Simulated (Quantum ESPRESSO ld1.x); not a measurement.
Question: Species: Kr V. Configuration: [Ar] 3d10 4s1.75 4p2 5p0.25 (fractional occupations, a model configuration). Calculated with ld1.x of Quantum ESPRESSO 7.5: scalar-relativistic Kohn-Sham, LDA (Slater exchange, Perdew-Wang correlation), spin-polarised, spherical densities, point nucleus; open shells are filled with parallel spins first. Some entries of the table are withheld. Estimate them.

orbital,occ.,eigenvalue (eV),<r^2> (bohr^2)
1s up,1,-14196.6,0.002324
1s down,1,-14196.3,0.002324
2s up,1,-1921.64,0.03981
2s down,1,-1921.45,0.03981
2p up,3,-1707.70,0.03141
2p down,3,-1707.45,0.03141
3s up,1,-322.131,0.3240
3s down,1,-321.760,0.3235
3p up,3,-253.959,0.3418
3p down,3,-253.540,0.3408
3d up,5,(1),0.3756
3d down,5,(2),0.3717
4s up,1,-76.0228,(3)
4s down,0.75,-73.1582,(4)
4p up,2,-59.3900,2.828
4p down,0,-56.5485,2.871
5p up,0.25,-25.1771,13.10
5p down,0,-24.1546,13.71

Answer: 
(1) 3d up eigenvalue (eV): -140.648
(2) 3d down eigenvalue (eV): -140.134
(3) 4s up <r^2> (bohr^2): 2.271
(4) 4s down <r^2> (bohr^2): 2.277
